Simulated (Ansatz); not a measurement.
Cost and result for the atomization energy of `BC(O)C(=C)N` (14 atoms, 13 bonds).

```
atom   x (Å)   y (Å)   z (Å)
  B1  -1.099  -1.466  -0.313
  C2  -0.742   0.038  -0.572
  O3  -1.736   0.909  -0.040
  C4   0.591   0.242   0.110
  C5   1.725   0.474  -0.555
  N6   0.487   0.045   1.480
  H7  -0.421  -2.302  -0.829
  H8  -2.017  -1.768   0.388
  H9  -0.598   0.209  -1.648
 H10  -1.467   1.813  -0.230
 H11   1.721   0.542  -1.634
 H12   2.678   0.561  -0.047
 H13   1.274   0.351   2.029
 H14  -0.397   0.351   1.861
```

The species carries charge 0 and has multiplicity 1. The geometry is a stationary point of PBE0-D4/def2-TZVP. It is one conformer, not always the lowest. Program: Ansatz. All runs use 4 threads of an Arm Neoverse V2 on a shared host. Times are those of one run each, without the atoms' runs, and a repeat can differ threefold. Electronic energies, without spin–orbit coupling; frozen cores. CCSD(T)/CBS adds CCSD(T) − MP2 in def2-TZVPP to the MP2 limit, and its time is that of the two runs behind it. T1 = 0.012. B3LYP takes the VWN-RPA correlation (the form of Gaussian; ORCA's B3LYP/G).

CCSD(T)/CBS is a level of theory with its own doubt, some kJ/mol a heavy atom from the limit and from the frozen cores, so smaller differences don't rank the functionals.

```csv
level,functions,wall time,atomization (kcal/mol),difference from CCSD(T)/CBS,per bond
PBE0-D4/def2-TZVPP,298,2.8 s,1313.4,12.8,1.0
PBE-D4/def2-TZVPP (with forces),298,3 s,1341.2,40.6,3.1
r2SCAN-D4/def2-TZVPP (with forces),298,4.9 s,1308.0,7.4,0.6
B3LYP-D4/def2-TZVPP (with forces),298,4.9 s,1308.8,8.2,0.6
B2PLYP/def2-TZVPP,298,6 s,1292.7,-7.9,-0.6
ωB97X-V/def2-TZVPP,298,8 s,1306.5,5.9,0.5
ωB97M-V/def2-TZVPP (with forces),298,12 s,1310.1,9.5,0.7
MP2/def2-QZVPP,582,33 s,1311.0,10.4,0.8
CCSD(T)/def2-TZVPP,298,14 min,1266.8,-33.8,-2.6
CCSD(T)/CBS(def2),–,14 min,1300.6,0.0,0.0
```

The D4 term adds +10.7 kcal/mol with B3LYP and +5.7 kcal/mol with PBE0; it sums over pairs of atoms, weighted by their polarisabilities, and B3LYP, whose exchange is more repulsive, gets the larger term. From PBE to PBE0 (25 % exact exchange), in def2-TZVPP and without D4, the atomization energy moves by −26.7 kcal/mol: exact exchange takes away binding that semilocal exchange gives to molecules. In def2-TZVPP, CCSD(T) changes the Hartree–Fock value by +331.8 kcal/mol (the triples alone add +20.6 kcal/mol) and MP2 by +356.1 kcal/mol; breaking electron pairs costs correlation energy, which Hartree–Fock lacks.
